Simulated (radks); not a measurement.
Question: Excited configurations of Be III: one electron is placed in a higher orbital outside 1s1. The ground configuration is [He]. All-electron calculation, scalar-relativistic Kohn-Sham, BLYP, spin-polarised, spherical densities, finite nucleus; open shells are filled with parallel spins first; Fermi nuclear charge, rms radius 2.519 fm. Program: a radial shooting solver on a logarithmic mesh with Libxc functionals. Excitation = E - E(ground); binding = E(ion) - E, where the ion is the core of charge +3; n* = 3/sqrt(2 binding) in atomic units, and the quantum defect is n - n*.

| outer orbital | excitation (eV) | binding (eV) | n* | quantum defect | eigenvalue (eV) | <r> (bohr) |
|---|---|---|---|---|---|---|
| 2s | 118.62 | 35.431 | 1.859 | 0.141 | -30.126 | 1.741 |
| 4p | 145.63 | 8.427 | 3.812 | 0.188 | -7.183 | 7.078 |
| 5s | 148.42 | 5.636 | 4.661 | 0.339 | -4.865 | 11.16 |
| 5d | 148.78 | 5.273 | 4.819 | 0.181 | -4.483 | 10.91 |
| 6s | 150.10 | 3.958 | 5.562 | 0.438 | -3.429 | 16.03 |
| 6p | 150.19 | 3.869 | 5.626 | 0.374 | -3.342 | 16.09 |

Estimate the row for 4d.

Answer: excitation (eV) 146.06; binding (eV) 7.998; n* 3.913; quantum defect 0.087; eigenvalue (eV) -6.709; <r> (bohr) 6.761. The Delta-SCF ionisation energy is 154.06 eV (NIST Atomic Spectra Database: 153.90 eV, theoretical). Self-interaction in the functional shifts the binding energies and quantum defects, so they are the method's values and not measured ones.
